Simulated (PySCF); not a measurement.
Compound: CH4BCl2O (charge -1).
Z-matrix (Å and degrees, PBE0-D3(BJ)/def2-SVP geometry), rows numbered from 1:
```
O 
B   1  1.4260
Cl  2  2.0166  1  110.34
C   2  1.6265  1  115.91  3   111.34
Cl  4  1.8336  2  113.23  1    63.29
H   1  0.9615  2  108.54  3   -67.66
H   2  1.2302  1  110.74  3  -117.96
H   4  1.0991  2  112.38  1  -177.31
H   4  1.1034  2  112.64  1   -55.61
```

A calculation gives these core lines: B 1s: 191.02 eV; C 1s: 286.86 eV; O 1s: 533.34 eV; Cl 1s: 2822.16 (area 1), 2823.84 (area 1) eV; Cl 2p3/2: 199.57 (area 1), 201.25 (area 1) eV.

Level of theory: delta-SCF UKS SCAN, pcX-2 on the ionised atom, pcseg-1 elsewhere, spin-free X2C (PySCF 2.14.0). Geometry: PBE0-D3(BJ)/def2-SVP, one conformer, isolated ion. The geometry's basis has no diffuse functions, a weakness for an anion.

Task: Order the chlorine atoms by Cl 1s binding energy.

Result: 2822.16 eV: Cl3 (chlorine bonded to B); 2823.84 eV: Cl5 (alkyl chlorine). The listed Cl 1s values span 1.68 eV, from Cl3 (bonded to B) to Cl5 (bonded to C). Summing the Pauling electronegativity differences to the bonded atoms, each weighted by its formal bond order, gives -1.12 for the lowest site and -0.61 for the highest.

Task: Which chlorine gives which Cl 2p3/2 line?

Result: 199.57 eV: Cl3 (chlorine bonded to B); 201.25 eV: Cl5 (alkyl chlorine). Lowest listed Cl 2p3/2: Cl3, bonded to B. Highest, 1.68 eV above it: Cl5, bonded to C. Summing the Pauling electronegativity differences to the bonded atoms, each weighted by its formal bond order, gives -1.12 for the lowest site and -0.61 for the highest.

Bonded neighbours of each site: O1: H and B; B2: O, Cl, C and H; Cl3: B; C4: Cl, 2 H and B; Cl5: C.

Task: Which photon energy gives electrons from Cl 2p3/2 of Cl5 a kinetic energy of 150 eV, and what is their de Broglie wavelength?

Result: hν = 201.25 + 150 = 351.25 eV, recoil neglected; λ = 12.264 Å/√(E/eV) = 1.00 Å.

2p3/2 and 2p1/2 are the ΔSCF energy of one spin-free 2p hole plus the eigenvalues of a spin–orbit and ligand-field matrix of the shell. 2p1/2 minus 2p3/2 (ligand field included): Cl 1.65 eV. The species carries charge -1, so core ionisation leaves a neutral species. The basis sets have no added diffuse functions.

Hardware: an Arm Neoverse N1 with one thread, on a shared host. Cost: 68 s.
